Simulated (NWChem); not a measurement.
**Correlation energy of C₂H₂F**

```
C
C 1 1.3127
F 1 1.3491 2 123.74
H 2 1.0862 1 142.61 3 0.00
H 1 1.0964 2 124.19 4 180.00
```
Charge 0, spin multiplicity 2.

All runs are NWChem calculations. Structure: optimised with UB3LYP/def2-SVP, a minimum by its harmonic frequencies.

Basis set: 3-21G. Each correlation energy counts from its own Hartree-Fock reference.

```tsv
method	correlation energy (mHa)	remark
UMP2	-258.8	spin-contaminated
SCS-UMP2	-254.9	spin-contaminated
CCSD on UHF	-290.6	spin-contaminated
CCSD[T] on UHF	-299.0	spin-contaminated
CCSD(T) on UHF	-298.0	spin-contaminated
CCSD on ROHF	-299.8	-
CCSD[T] on ROHF	-308.5	-
CCSD(T) on ROHF	-307.7	-
CCSDT on ROHF	-308.1	-
```

The values span 53.7 mHa, from CCSD[T] on ROHF (lowest) to SCS-UMP2 (highest). 

The correlated methods keep 3 core orbitals frozen. The structure started from a generated list of species. The unpaired electrons of the parent sit in orbitals of symmetry a' (Cs labels of the run); other states weren't searched. No SCF solution was tested for a lower state. Open-shell Hartree-Fock references start from PBE0 orbitals. No row is a measurement; the coupled-cluster row has its own basis-set and correlation limits.
